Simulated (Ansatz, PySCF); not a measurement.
Al(OH)(PH2)2 (AlH5OP2), SMILES [PH2][Al]([OH])[PH2]. Atoms are numbered in the order given.

```xyz
9

Al     0.3280    -0.1893    -0.1070
O      1.7730    -0.9099    -0.6610
H      2.4809    -1.3049    -0.1446
P     -0.1266     0.0543     2.1815
H      0.2723    -1.2858     2.4881
H     -1.5058    -0.2854     2.0138
P     -0.9807     0.7865    -1.7745
H     -2.2083     0.3701    -1.1688
H     -0.8789    -0.3666    -2.6143
```

Geometry optimised at B3LYP-D3(BJ)/def2-SVP. The structure was generated by enumeration; whether it is a known compound was not checked. The values are those of a single conformer.

Vertical ionisation energy (IE) and electron affinity (EA) in eV. Rows of orbital energies are one-electron estimates. Where ΔSCF, EOM or ADC give a negative EA the extra electron is unbound and the value depends on the basis.

```
level                                                                       IE     EA
------------------------------------------------------------------------  ----  -----
−ε(HOMO), −ε(LUMO), M06-2X/def2-TZVP (PySCF)                              7.84   0.30
−ε(HOMO), −ε(LUMO), PBE/def2-TZVP (PySCF)                                    …      …
ΔSCF, CAM-B3LYP/def2-SVPD (Ansatz), final states of multiplicity 2 and 2  8.94  -0.47
ΔSCF, PBE/def2-SVPD (Ansatz), final states of multiplicity 2 and 2        8.55  -0.27
```

Question: Some entries are withheld; supply them. (The exact figures need the calculation; the answer reports its results.)

Answer: 
- −ε(HOMO), −ε(LUMO), PBE/def2-TZVP (PySCF), IE: 5.90
- −ε(HOMO), −ε(LUMO), PBE/def2-TZVP (PySCF), EA: 1.64

Question: What vertical singlet–triplet gap does ΔSCF give with CAM-B3LYP/def2-SVPD (Ansatz, an electronic-structure program) and with PBE/def2-SVPD (Ansatz)? (The exact figures need the calculation; the answer reports its results.)

Answer: 4.56 and 4.04 eV (triplet above singlet where positive).
